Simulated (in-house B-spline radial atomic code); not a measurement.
Ionising Sn III (Sn2+) with different functionals

Computed with an all-electron radial atomic-structure program (B-spline basis): scalar-relativistic (spin-free X2C) Hamiltonian, Fermi nucleus of rms radius 4.6519 fm, spin-polarised at highest spin, spherical fractional occupations for the functionals, the average over the highest-spin determinants for Hartree-Fock. The ionisation energy is the difference of two self-consistent energies, [Kr] 4d10 5s2 → [Kr] 4d10 5s1, without Breit or QED terms; ε is the level of the shell that loses the electron (its least bound occupied spin orbital). There is no spin-orbit coupling in this Hamiltonian.

```csv
method,rung,ΔSCF (eV),-ε(5s) (eV)
Hartree-Fock,Hartree-Fock,28.52,28.78
HF fractional,Hartree-Fock,28.52,28.78
LDA VWN5,LDA,31.16,26.51
LDA PW92,LDA,31.16,26.51
LDA exchange-only,LDA,29.70,25.22
PBE,GGA,30.68,26.07
PBEsol,GGA,30.67,26.14
BLYP,GGA,30.84,26.13
RPBE,GGA,30.50,25.90
PW91,GGA,30.78,26.18
BP86,GGA,30.83,26.30
AM05,GGA,30.63,26.10
OLYP,GGA,30.33,25.71
TPSS,meta-GGA,30.35,25.92
SCAN,meta-GGA,30.42,26.43
r2SCAN,meta-GGA,30.30,26.24
revTPSS,meta-GGA,30.29,25.92
PBE0,global hybrid,30.33,26.98
B3LYP,global hybrid,30.75,27.03
TPSSh,global hybrid,30.25,26.30
M06-2X,global hybrid,30.33,27.58
BHandHLYP,global hybrid,30.22,27.93
r2SCAN0,global hybrid,30.14,27.17
B97-1,global hybrid,30.59,26.79
HSE06,range-separated hybrid,30.38,26.66
wB97X,range-separated hybrid,30.45,29.45
CAM-B3LYP,range-separated hybrid,30.67,28.54
LC-wPBE,range-separated hybrid,30.15,29.62
```

Question: Among the functionals, which spreads more, the ΔSCF values or the orbital energies?

Answer: The orbital energies: ΔSCF values span about 1.45 eV and the orbital energies 4.40 eV.

Question: How do they compare with the NIST value?

Answer: NIST lists 30.506 eV ± 0.003 (measured, ground level to ground level). Errors run from -1.98 to +0.65 eV; RPBE is closest (-0.01 eV), but part of that can be cancellation, since the calculations leave out Breit-QED terms. Hartree-Fock also lacks correlation.
